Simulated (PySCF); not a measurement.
C3H9NSi2, SMILES N#CCC[SiH2][SiH3]. Atoms are numbered in the order given.

```xyz
15

N     -2.5337     0.7490    -1.3682
C     -1.9841    -0.1607    -0.9073
C     -1.2676    -1.2838    -0.2970
C     -0.6764    -0.9481     1.0874
Si     0.5255     0.5353     1.1355
Si     2.1168     0.3385    -0.5861
H     -0.4710    -1.5909    -0.9959
H     -1.9641    -2.1364    -0.2291
H     -1.4909    -0.7558     1.8056
H     -0.1361    -1.8349     1.4575
H     -0.2244     1.8151     0.9870
H      1.2071     0.5331     2.4645
H      2.8395    -0.9643    -0.4585
H      1.4400     0.3658    -1.9169
H      3.1127     1.4477    -0.5269
```

The structure is a stationary point at B3LYP-D3(BJ)/def2-SVP. This is a generated structure with no PubChem entry under its InChIKey; it may be hypothetical. The values are those of a single conformer.

The numbers are results of HF/pcSseg-1 run with PySCF, not measurements.

GIAO shieldings, no solvent; atoms listed in one row are averaged. δ = σ(ref) − σ: ¹⁵N against NH3 (σ = 267.3 ppm); ¹³C against TMS (σ = 192.6 ppm); ²⁹Si against TMS (σ = 393.8 ppm); ¹H against TMS (σ = 31.99 ppm), references at their B3LYP-D3(BJ)/def2-TZVP geometries, non-relativistic.

Question: Estimate the chemical shifts. (An estimate is asked for; the answer gives what the named calculation found.)

Answer: 
| nucleus | atoms | count | δ (ppm) |
|---|---|---|---|
| ¹⁵N | N1 | 1 | 318.6 |
| ¹³C | C2 | 1 | 131.3 |
| ¹³C | C3 | 1 | 14.1 |
| ¹³C | C4 | 1 | 6.2 |
| ²⁹Si | Si5 | 1 | -59.3 |
| ²⁹Si | Si6 | 1 | -95.8 |
| ¹H | H11 | 1 | 4.27 |
| ¹H | H12 | 1 | 3.90 |
| ¹H | H13, H14, H15 | 3 | 3.66 |
| ¹H | H8 | 1 | 2.69 |
| ¹H | H7 | 1 | 2.08 |
| ¹H | H9 | 1 | 1.46 |
| ¹H | H10 | 1 | 0.82 |
